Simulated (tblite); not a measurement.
Compound: C4H5F2OS (doublet state).
SMILES with atom numbers: `[F:1][CH:2]([F:3])[O:4][C@@H:5]1[CH2:6][CH:7][S:8]1` (hydrogens: H9 on C2; H10 on C5; H11, H12 on C6; H13 on C7)

Cartesian coordinates in Å at the GFN2-xTB level; atoms count from 1:
```xyz
13
C4H5F2OS angstrom
F      1.998   -1.417    1.417
C      2.011   -0.528    0.392
F      3.050   -0.851   -0.379
O      0.882   -0.617   -0.352
C     -0.275   -0.165    0.281
C     -1.481   -0.112   -0.660
C     -1.784    1.308   -0.337
S     -0.346    1.672    0.552
H      2.180    0.476    0.831
H     -0.444   -0.683    1.231
H     -1.160   -0.286   -1.692
H     -2.273   -0.827   -0.425
H     -2.362    2.029   -0.878
```

Calculated harmonic vibrations of the isolated species, GFN2-xTB (tblite), most abundant isotopes, no scaling. The method is semi-empirical: single wavenumbers can be off by several per cent or more. One conformer, not necessarily the lowest. Open shells enter through the occupations alone, without spin polarisation, and single modes of such species can be off by tens of per cent.

Harmonic wavenumbers (cm⁻¹): 50.4, 68.2, 118.4, 153.5, 313.3, 361.0, 421.0, 466.9, 496.7, 596.3, 630.3, 699.9, 861.1, 914.4, 980.2, 994.2, 1019.9, 1066.7, 1085.3, 1114.2, 1128.7, 1166.0, 1195.7, 1246.6, 1271.4, 1279.0, 1300.9, 1444.7, 2842.1, 2909.6, 2923.3, 2953.8, 3162.6.

A = 3867, B = 975.0, C = 924.9 MHz; mass 139.003 u (most abundant isotopes); point group C1, symmetry number 1; spin multiplicity 2.

Question: Zero-point energy?

Answer: ½Σν̃ = 18618 cm⁻¹ = 222.72 kJ/mol.

Question: What is S at 500 K and 1 bar for an ideal gas of classical rigid rotors and harmonic oscillators?

Answer: Translation 181.14, rotation 127.42, vibration 153.32, spin (R ln 2) 5.76: S = 467.6 J/(mol K).

Question: And Cp and H(500 K) − H(0)?

Answer: Cp = 182.32 J/(mol K), of which vibrations give 149.06 (their classical limit is 33 R = 274.4); H(500 K) − H(0) = 55.44 kJ/mol without the zero-point energy, 38.81 from vibrations.

Question: How do the functions run with temperature in this model?

Answer: 
```
T (K)  S (J/(mol K))  Cp (J/(mol K))  H − H(0) (kJ/mol)  G − H(0) (kJ/mol)  ln q(vib)
  100          289.9            66.0               5.01             -23.98       1.47
  200          344.3            95.0              13.03             -55.84       3.44
  300          388.9           127.2              24.13             -92.54       5.34
  800          564.8           229.5             118.02            -333.84      14.51
 1000          618.2           248.1             165.90            -452.27      17.82
```

q(vib) and H(0) count from the zero-point level.

Question: Blend soft modes into free rotors: weight 1/[1 + (100 cm⁻¹/ν̃)⁴] for the oscillator and the rest for a rotor with moment μB/(μ + B), μ = h/(8π²ν), B = 10⁻⁴⁴ kg m². What vibrational entropy results?

Answer: 139.51 J/(mol K) in place of 153.32, which changes −T·S at 500 K by +6.90 kJ/mol.

Question: What must be added to the electronic energy to get the Gibbs energy at 500 K and 1 bar?

Answer: ZPE + [H(500 K) − H(0)] − T·S = 222.72 + 55.44 − 233.82 = 44.34 kJ/mol.

Hindered rotation and anharmonicity are outside this model. Other conformers, if any are populated, would add a mixing term that is left out. The structure is chiral; the term R ln 2 for an equal mix with its mirror image is left out.
